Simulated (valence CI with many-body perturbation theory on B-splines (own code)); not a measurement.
Energy levels of Mn10+

Computed by valence CI with perturbative core correlation (CI+MBPT): five valence electrons over a frozen Dirac-Fock core [Ne], radial functions for each j: 11 s, 11 p, 10 d, 8 f, 5 g, 2 h, with the one-electron correlation potential Σ1 (screened to all orders), the two-electron term Σ2, the three-electron term Σ3, Breit, model QED; selected single and double excitations, second order for the rest, scaled by the run's own slope (own B-spline code, finite nucleus).

No measured spectrum was set against this ion. As an estimate, levels of excited configurations hold to 0.05 to 0.15 % of their energy, terms of the ground configuration to about 0.5 %. Among the levels kept, up to 3200 cm⁻¹ of a level comes from second order outside the variational space, and about a tenth of that is noise between levels of different J, which matters for small intervals.

Levels 1 to 45 of 178, with energies above the lowest level, 3s2 3p3 4S°_3/2. "Leading %" is the weight of the configuration and term that name the level; weights of strongly mixed levels are sums over their largest components and can fall short. Lifetimes count E1, E2, E3, M1 and M2 decay at the calculated energies, and are blank where another channel may lead or the interval is too uncertain; long ones can be off by a factor of two.

```
No.  Configuration  Term    J  E (cm⁻¹)  Leading %  Lifetime      g
  1        3s2 3p3   4S°  3/2         0         95            1.987
  2        3s2 3p3   2D°  3/2     39619         87   36.2 ms  0.856
  3        3s2 3p3   2D°  5/2     42942         96    726 ms  1.200
  4        3s2 3p3   2P°  1/2     69282         96   6.29 ms  0.665
  5        3s2 3p3   2P°  3/2     73886         85   2.61 ms  1.290
  6         3s 3p4    4P  5/2    253970         88    707 ps  1.596
  7         3s 3p4    4P  3/2    261680         88    661 ps  1.731
  8         3s 3p4    4P  1/2    265270         87    631 ps  2.663
  9         3s 3p4    2D  3/2    314650         76    318 ps  0.808
 10         3s 3p4    2D  5/2    316050         76    347 ps  1.204
 11     3s2 3p2 3d    2P  3/2    361520         50    121 ps  1.326
 12         3s 3p4    2P  1/2    365940         35    111 ps  1.048
 13         3s 3p4    2S  1/2    379510         57    133 ps  1.619
 14     3s2 3p2 3d    4F  3/2    397410         94   7.78 ns  0.421
 15     3s2 3p2 3d    4F  5/2    400400         92   13.5 ns  1.044
 16     3s2 3p2 3d    4F  7/2    404780         93   50.3 ns  1.244
 17     3s2 3p2 3d    4F  9/2    410290         95            1.330
 18     3s2 3p2 3d    2F  5/2    411760         78   14.1 ns  0.955
 19     3s2 3p2 3d    2F  7/2    415150         51   39.8 ns  1.273
 20     3s2 3p2 3d    4D  1/2    415430         96   2.23 ns  0.006
 21     3s2 3p2 3d    4D  3/2    416310         93   2.17 ns  1.182
 22     3s2 3p2 3d    4D  5/2    419700         73   3.16 ns  1.259
 23     3s2 3p2 3d    4D  7/2    427170         49   79.3 μs  1.288
 24     3s2 3p2 3d    2G  7/2    459150         95   5.46 ns  0.892
 25     3s2 3p2 3d    2G  9/2    461430         95            1.114
 26     3s2 3p2 3d    2P  3/2    467800         50   16.4 ps  1.319
 27     3s2 3p2 3d    4P  5/2    477460         84   12.6 ps  1.586
 28     3s2 3p2 3d    2P  1/2    477530         52   16.4 ps  0.752
 29     3s2 3p2 3d    4P  3/2    481040         82   12.5 ps  1.689
 30     3s2 3p2 3d    4P  1/2    483370         82   12.0 ps  2.571
 31     3s2 3p2 3d    2D  3/2    489810         85   64.2 ps  0.852
 32     3s2 3p2 3d    2D  5/2    498790         86   35.8 ps  1.209
 33     3s2 3p2 3d    2D  3/2    515830         79   15.1 ps  0.810
 34     3s2 3p2 3d    2D  5/2    516030         85   21.1 ps  1.200
 35     3s2 3p2 3d    2P  1/2    531280         80   15.7 ps  0.814
 36     3s2 3p2 3d    2P  3/2    537480         87   15.3 ps  1.323
 37     3s2 3p2 3d    2F  5/2    538330         84   10.2 ps  0.898
 38     3s2 3p2 3d    2S  1/2    539390         69   15.9 ps  1.862
 39     3s2 3p2 3d    2F  7/2    541550         95   10.2 ps  1.142
 40     3s2 3p2 3d    2D  5/2    562190         82   11.4 ps  1.161
 41     3s2 3p2 3d    2D  3/2    563800         93   11.7 ps  0.801
 42      3s 3p3 3d   6D°  1/2    579260         99   34.8 ns  3.333
 43      3s 3p3 3d   6D°  3/2    579460         99   38.9 ns  1.866
 44      3s 3p3 3d   6D°  5/2    579780         99   55.0 ns  1.656
 45      3s 3p3 3d   6D°  7/2    580230         98    109 ns  1.586
```

Names give the largest LS component (configuration and term), which can be under half, so a name can repeat, a term be missing and a line seem to break the LS rules; names also repeat where a configuration has a term twice.

The ionisation energy to 3s2 3p2 3P_0 of the next ion comes out as 283.07 eV (NIST: 286.1 ± 0.5 eV (semi-empirical), further off than twice its uncertainty). All 178 levels together are meant to be complete up to 992670 cm⁻¹.
